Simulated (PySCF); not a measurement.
**Löwdin shares of the frontier orbitals**

C5H12Si.
Atom-mapped SMILES: `[CH3:1][CH2:2][C@@H:3]1[CH2:4][CH2:5][SiH2:6]1` (hydrogens: H7, H8, H9 on C1; H10, H11 on C2; H12 on C3; H13, H14 on C4; H15, H16 on C5; H17, H18 on Si6)

Structure used (GFN2-xTB), in Å, numbered top down from 1:
```
atom  x, y, z in Å
C1     2.402    0.089    0.331
C2     1.228   -0.759   -0.149
C3     0.014    0.086   -0.512
C4    -0.666    0.817    0.668
C5    -2.146    0.543    0.332
Si6   -1.644   -0.771   -0.961
H7     2.123    0.662    1.212
H8     3.253   -0.539    0.586
H9     2.709    0.786   -0.446
H10    1.536   -1.338   -1.024
H11    0.954   -1.471    0.634
H12    0.320    0.810   -1.273
H13   -0.421    1.878    0.732
H14   -0.393    0.350    1.613
H15   -2.740    0.229    1.187
H16   -2.632    1.417   -0.096
H17   -2.144   -0.621   -2.327
H18   -1.763   -2.161   -0.517
```

Computed with TDDFT wB97X-D/def2-SVPD, vertical, gas phase, core orbitals frozen in the response in PySCF 2.14.0, density-fitted response routines.

Kohn–Sham orbitals with the atoms that hold most of them (Löwdin shares over 4%, at most four atoms; ? is withheld):

```csv
orbital,ε (eV),atoms
LUMO+2,2.70,"Si6 35%, H18 10%, C1 8%, H17 6%"
LUMO+1,2.31,"Si6 30%, C4 8%, C5 8%, H17 7%"
LUMO,1.93,?
HOMO,-9.29,"C3 32%, Si6 21%, C5 11%, C2 8%"
HOMO-1,-9.73,?
HOMO-2,-10.75,"C3 16%, C4 12%, Si6 10%, C2 10%"
HOMO-3,-10.98,"C4 22%, C5 19%, C2 17%, C3 10%"
```

Task: Which atoms hold the HOMO-1, and with what shares?

Result: C5 (bonded to C, Si and 2 H) 26%; Si6 (bonded to 2 C and 2 H) 18%; C4 (bonded to 2 C and 2 H) 16%; C3 (bonded to 2 C, Si and H) 10%. By element: carbon 53% or more, silicon 18%.

Task: Which atoms hold the LUMO, and with what shares?

Result: Si6 (bonded to 2 C and 2 H) 33%; H17 (bonded to Si) 11%; H18 (bonded to Si) 11%; C5 (bonded to C, Si and 2 H) 10%. By element: silicon 33%, hydrogen 22% or more, carbon 10% or more.

Task: How does S1 compare with the orbital gap of 11.22 eV?

Result: S1 is at 6.88 eV (f = 0.046), 4.34 eV below the gap, made of HOMO→LUMO (74%), HOMO-1→LUMO (19%). 

Task: Give energy, strength and leading configuration of S1, S2, S3 and S4, and follow the Löwdin shares of the leading atoms from the occupied to the empty orbital.

Result: 
- S1 (6.88 eV, f 0.046), HOMO→LUMO (74%): C3 32% → at most 11%, Si6 21% → 33%, H17 at most 9% → 11%
- S2 (7.18 eV, f 0.070), HOMO-1→LUMO (72%): C5 26% → 10%, Si6 18% → 33%, H17 at most 11% → 11%
- S3 (7.39 eV, f 0.018), HOMO→LUMO+1 (77%): C3 32% → at most 7%, Si6 21% → 30%, C4 at most 9% → 8%
- S4 (7.78 eV, f 0.011), HOMO-1→LUMO+1 (75%): C5 26% → 8%, Si6 18% → 30%, C4 16% → 8%

One conformer stands for the species.
